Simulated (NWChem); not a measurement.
# C₂H₈Si₂; SMILES [SiH3]/C=C/[SiH3]

Results from NWChem. Pople sets run with spherical d functions. The geometry was optimised at PBE0/def2-SVP.

**Question.** Among these, which level gives the highest value of “highest occupied level (eV)”?
A. PBE0/6-311++G**
B. PBE0/STO-3G
C. PBE0/6-311G**
D. PBE0/3-21G

**Answer.** B, PBE0/STO-3G. Values: PBE0/6-311++G** -8.01; PBE0/6-311G** -7.99; PBE0/3-21G -7.87; PBE0/STO-3G -5.49
